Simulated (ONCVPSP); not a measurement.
## Varying the ONCV potential for Hg (Z = 80)

Base potential:

ONCVPSP 4.0.1 input, shortened (lines: element, Z, core and valence counts, functional; n l f; lmax; l rc ep ncon nbas qcut; lloc lpopt rc5 dvloc0; l nproj debl; icmod fcfact rcfact), PW91, scalar-relativistic:

```
  Hg 80.00   10    5  -109134      upf
    1    0    2.00
    2    0    2.00
    2    1    6.00
    3    0    2.00
    3    1    6.00
    3    2   10.00
    4    0    2.00
    4    1    6.00
    4    2   10.00
    4    3   14.00
    5    0    2.00
    5    1    6.00
    5    2   10.00
    6    0    1.00
    6    1    1.00
    2
    0    1.70    0.00    3    6    7.50
    1    2.00    0.00    5    8    6.80
    2    1.70    0.00    4    8    8.20
    2    5    1.70    0.00
    0    2    3.10
    1    2    1.30
    2    0    1.40
    2    0.70    0.95
```

All-electron outer shells of the reference configuration (PW91, scalar-relativistic, ld1.x):

```json
{"shell": "4d", "level (eV)": "-351.06", "outermost node (bohr)": "0.20", "outermost maximum (bohr)": "0.40"}
{"shell": "5s", "level (eV)": "-120.54", "outermost node (bohr)": "0.47", "outermost maximum (bohr)": "0.82"}
{"shell": "4f", "level (eV)": "-98.23", "outermost node (bohr)": "–", "outermost maximum (bohr)": "0.37"}
{"shell": "5p", "level (eV)": "-68.85", "outermost node (bohr)": "0.50", "outermost maximum (bohr)": "0.93"}
{"shell": "5d", "level (eV)": "-12.08", "outermost node (bohr)": "0.55", "outermost maximum (bohr)": "1.17"}
{"shell": "6s", "level (eV)": "-8.46", "outermost node (bohr)": "1.08", "outermost maximum (bohr)": "2.18"}
{"shell": "6p", "level (eV)": "-2.10", "outermost node (bohr)": "1.27", "outermost maximum (bohr)": "3.10"}
```

Cutoffs, loose and tight: the cutoffs (Ha) at which the residual kinetic energy of the hardest occupied pseudo-wave falls to 1 and 0.1 mHa per electron. They do not see the model core or the augmentation charge, which bear on the density cutoff. Test errors are all-electron minus pseudo excitation energies from the reference, over the configurations 5s2 5p6 5d10 6s2 6p0; 5s2 5p6 5d10 6s1 6p0; 5s2 5p6 5d10 6s0 6p0; 5s2 5p6 5d10 6s1.5 6p0. A dash means not determined; rows that change the core or the reference have their own tests.

```tsv
change	outcome	cutoff, loose	cutoff, tight	bound ghosts	GHOST(+) flags above zero	largest test error (meV)
base	generated	23 Ha	27 Ha	none	none	-14
p: rc 1.36	failed: test_data: rc < rc(lloc) for l = 1. Not allowed.	–	–	–	–	–
p: rc 1.64	failed: test_data: rc < rc(lloc) for l = 1. Not allowed.	–	–	–	–	–
p: rc 1.8	generated	23 Ha	27 Ha	none	none	-13
p: rc 2.24	generated	23 Ha	27 Ha	none	none	-14
p: rc 2.48	generated	23 Ha	27 Ha	none	none	-14
p: rc 2.64	generated	23 Ha	27 Ha	none	none	-14
p: rc 2.96	generated	23 Ha	27 Ha	none	none	-16
```

Reading the sweep of the p radius (base included, trends over the rows without a ghost): The loose cutoff stays near 23 Ha. The median size of the test errors (rows with all tests solved) stays near 1.3 meV. The generation fails at 1.36, 1.64 bohr.
